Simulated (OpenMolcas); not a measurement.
**Xe6+: effect of the IPEA shift**

```yaml
Program: OpenMolcas
Basis: ANO-RCC-VTZP [7s6p4d2f1g]
Scalar_Hamiltonian: DKH2, point nucleus
Active_space: 2 electrons in 8 orbitals (5s 5p 6s 6p)
State_averaging: 2S+1 = 3 even, 3 roots; 2S+1 = 1 even, 7 roots; 2S+1 = 3 odd, 3 roots; 2S+1 = 1 odd, 3 roots
Spin-orbit_coupling: RASSI with atomic mean-field integrals over the reference wave functions, term energies averaged over their components
```

Methods on the same reference wave functions:
A. CASSCF
B. MS-CASPT2, IPEA 0 Eh, imaginary shift 0.1 Eh (closed shells correlated: 4d)
C. MS-CASPT2, IPEA 0.25 Eh, imaginary shift 0.1 Eh (closed shells correlated: 4d)

Energies in cm-1 above 5s2 1S0, the measured ground level; measured values from Saloman, J. Phys. Chem. Ref. Data 33, 765 (2004).

| Level | A | B | C | Measured |
| --- | --- | --- | --- | --- |
| 5s2 1S0 | 0.0 | 0.0 | 0.0 | 0.0 |
| 5s 5p 3P* 0 | 92629 | 97030 | 97090 | 96141 |
| 5s 5p 3P* 1 | 96985 | 100990 | 101070 | 100451 |
| 5s 5p 3P* 2 | 108346 | 112750 | 112810 | 113676 |
| 5s 5p 1P* 1 | 153855 | 140980 | 141460 | 143259 |
| 5p2 3P0 | 225352 | 225330 | 225580 | 223673 |
| 5p2 3P1 | 233996 | 234820 | 235050 | 234685 |
| 5p2 1S0 | 283645 | 274890 | 275210 | 273208 |

Deviations, from unrounded energies. A percentage is the sum of absolute deviations over the sum of measured energies, with the sign that they share, or ± where signs differ.

```
           Against measurement  Levels     A     B     C
mean absolute deviation (cm-1)       7  5100  1200  1200
      other configurations (%)       7  ±3.0  ±0.7  ±0.7
```

B, C lie about equally close to measurement and A furthest from it. The largest miss of B in the table is 5s 5p 1P* 1, by -2300 cm-1. The ranking rests on the paired levels alone, and a cruder setting can come out closer through cancelling errors.

Between B and C the level of the table that moves most is 5s 5p 1P* 1, by 480 cm-1 (lowest in B, highest in C). Moves below CASPT2's spread within the term are not significant.

The lowest spin-free term lies below A's lowest term by 0.421 hartree in B, 0.420 hartree in C.

Over all roots computed the reference weight is 0.88 to 0.96 in B, 0.89 to 0.96 in C; the roots of lowest weight are the least certain, and an intruder state may touch them. Active for correlation alone: 6p 6s; no level in the range computed is led by a configuration that fills them, so any true level of that kind is missing. The ¹D term of p² mixes with s d, which this space lacks. Measured partners are found by configuration, term and J. A level has none where our copy of the source lacks it or the pairing is in doubt (some pairs that miss far off the trend of their configuration count as doubtful), and it then counts in no deviation. Levels of configurations outside the active space are missing. The table leaves out levels that lie high or whose names do not pair safely across all columns.

* marks odd parity.
